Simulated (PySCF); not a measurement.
Basis-set dependence of BeSi at PBE

PySCF, UKS reference; triplet, unpaired electrons π ↑↑; De to Be + Si without counterpoise correction.

| basis | relativity | functions | Re (Å) | ωe (cm⁻¹) | De (eV) | μ (D) |
| --- | --- | --- | --- | --- | --- | --- |
| pcseg-1 | no relativity | 27 | 2.129 | 577 | 1.71 | -2.00 |
| def2-SVPD | no relativity | 36 | 2.125 | 582 | 1.86 | -1.84 |
| def2-TZVPP | no relativity | 61 | 2.121 | 584 | 1.83 | -1.77 |

How does each smaller set differ from the one with most functions, def2-TZVPP?

pcseg-1: +0.8 pm, -1.2 % in ωe, -0.12 eV in De; def2-SVPD: +0.4 pm, -0.3 % in ωe, +0.03 eV in De. All at PBE; the set with most functions is neither the basis-set limit nor always the best.

A positive dipole means Be(−)Si(+). The state was picked by a PBE0 search and need not be the measured ground state.
